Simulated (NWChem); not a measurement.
System: C₂HBClF; SMILES C#CB(F)Cl

Problem. Give the equilibrium geometry at B3LYP/6-31G* (spherical d) (NWChem) as an XYZ file, with the point group.

Solution. point group Cs; any orientation.
```
6

B      0.3877     0.0445     0.0000
C     -0.1572    -1.3670     0.0000
C     -0.6034    -2.4950     0.0000
H     -0.9947    -3.4887     0.0000
Cl    -0.6925     1.4397     0.0000
F      1.6908     0.2717     0.0000
```
